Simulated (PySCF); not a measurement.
# Electron correlation in I(2+) (iodine, charge +2)

[Kr] 4d10 5s2 5p3, high-spin 4S determinant. All numbers are calculated (PySCF 2.14, the spin-free X2C one-electron Hamiltonian (Gaussian nucleus), in x2c-QZVPPall with one added diffuse shell each of s, p, d, f type (14s10p8d5f1g, 128 functions)). Frozen: [Ar] 3d10; 23 electrons correlated.

MP2 pair energies summed by pair of shells (mhartree):

| pair | energy | share (%) |
| --- | --- | --- |
| 4d-4d | -337.57 | 44.6 |
| 4p-4d | -101.89 | 13.5 |
| 4d-5p | -73.80 | 9.8 |
| 4d-5s | -67.33 | 8.9 |
| 5s-5p | -48.14 | 6.4 |
| 4p-4p | -38.15 | 5.0 |
| 4s-4d | -27.80 | 3.7 |
| 5p-5p | -15.03 | 2.0 |
| 4s-4p | -13.84 | 1.8 |
| 4p-5s | -10.24 | 1.4 |
| 4p-5p | -8.45 | 1.1 |
| 5s-5s | -8.24 | 1.1 |
| 4s-4s | -3.33 | 0.4 |
| 4s-5s | -1.33 | 0.2 |
| 4s-5p | -1.25 | 0.2 |

Total MP2 correlation energy: -756.38 mhartree.

Same-spin part -269.75 and opposite-spin part -486.63 mhartree; SCS-MP2 scales them by 1/3 and 6/5 to -673.87 mhartree.

This basis was not built for core-valence correlation, so the inner-shell part is incomplete.
